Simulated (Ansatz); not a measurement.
The inner images of a band of C₂H₄BS (8 atoms, charge -1, multiplicity 1) are given out of order.

All numbers below come from RKS BHLYP-D4/6-31G* (Ansatz 0.2.0).

Image 0:

```xyz
8
Properties=species:S:1:pos:R:3
B -0.332 1.452 0.756
S 1.002 1.070 -0.310
C 1.310 -0.758 -0.476
C 0.175 -1.433 -0.693
H -1.004 0.611 1.272
H -0.540 2.604 1.013
H 0.226 -2.516 -0.798
H -0.838 -1.030 -0.763
```

Image 6:

```xyz
8
Properties=species:S:1:pos:R:3
B -0.332 1.452 0.756
S 1.001 1.070 -0.310
C 1.310 -0.758 -0.475
C 0.175 -1.433 -0.693
H -0.539 2.604 1.013
H -1.003 0.612 1.273
H 0.226 -2.517 -0.797
H -0.838 -1.030 -0.765
```

**Question.** Put them in order from the first end to the last, with their energies above the first end.
A.
```xyz
8
Properties=species:S:1:pos:R:3
B -0.194 1.214 0.796
S 1.355 1.186 -0.101
C 1.146 -0.853 -0.091
C 0.029 -1.196 -0.752
H -0.227 1.333 1.992
H -1.256 1.155 0.246
H -0.144 -2.267 -0.852
H -0.709 -0.571 -1.239
```
B.
```xyz
8
Properties=species:S:1:pos:R:3
B -0.298 1.416 0.765
S 1.150 1.075 -0.160
C 1.301 -0.776 -0.487
C 0.135 -1.381 -0.727
H -0.337 2.387 1.463
H -1.237 0.679 0.770
H 0.143 -2.465 -0.821
H -0.857 -0.935 -0.803
```
C.
```xyz
8
Properties=species:S:1:pos:R:3
B -0.244 1.339 0.796
S 1.267 1.122 -0.090
C 1.247 -0.816 -0.330
C 0.081 -1.296 -0.764
H -0.250 1.891 1.857
H -1.283 0.894 0.409
H 0.000 -2.379 -0.828
H -0.816 -0.756 -1.050
```
D.
```xyz
8
Properties=species:S:1:pos:R:3
B -0.234 1.266 0.754
S 1.179 1.161 -0.324
C 1.145 -0.819 0.002
C 0.076 -1.248 -0.699
H -0.212 0.794 1.850
H -1.234 1.843 0.429
H -0.114 -2.321 -0.694
H -0.607 -0.675 -1.318
```
E.
```xyz
8
Properties=species:S:1:pos:R:3
B -0.287 1.405 0.790
S 0.977 1.061 -0.369
C 1.240 -0.817 -0.183
C 0.147 -1.379 -0.726
H -0.539 0.632 1.661
H -0.894 2.433 0.738
H 0.055 -2.464 -0.717
H -0.698 -0.870 -1.193
```

**Answer.** E (+0.18 eV), D (+0.55 eV), A (+0.69 eV), C (+0.46 eV), B (+0.11 eV).

The run took 4.2 min on 1 thread of Arm Neoverse V1, with other jobs on the host, peak memory 0.14 GiB.
